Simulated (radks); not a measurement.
Values are calculated unless marked as measured or tabulated.
Valence configurations of Nd (all share [Xe]). Level of theory: Dirac Kohn-Sham, LDA (Slater exchange, Perdew-Wang correlation), spin-unpolarised, spherical densities, finite nucleus; open shells fill j = l - 1/2 first; Fermi nuclear charge, rms radius 4.9123 fm (a radial shooting solver on a logarithmic mesh with Libxc functionals). Energies are relative to 4f4 6s2; eigenvalues in eV.

valence                  E (eV)  e(4f5/2)  e(5d3/2)  e(6p1/2)  e(6s1/2)
4f4 6s2                   0.000    -2.030         -         -    -3.629
4f4 6s1.5 6p0.5           1.123    -2.576         -    -1.674    -3.948
4f3 6s2 6p1               4.072   -10.270         -    -2.361    -5.176
4f3.5 5d0.5 6s2           0.407    -4.450    -2.643         -    -3.822
4f3.5 5d0.5 6s1.5 6p0.5   1.587    -4.996    -3.076    -1.748    -4.136
4f3 5d1 6s2               1.861    -7.210    -3.154         -    -3.989
4f6                       7.228    -0.337         -         -         -

NIST lists [Xe] 4f4 6s2 as the ground configuration; this level of theory agrees among the configurations tried. The energies are those of spherical spin-averaged densities, not of single terms. No valid solution was reached for [Xe] 4f5 6s0.5 6p0.5; [Xe] 4f4.5 6s1.5; [Xe] 4f5 6s1.
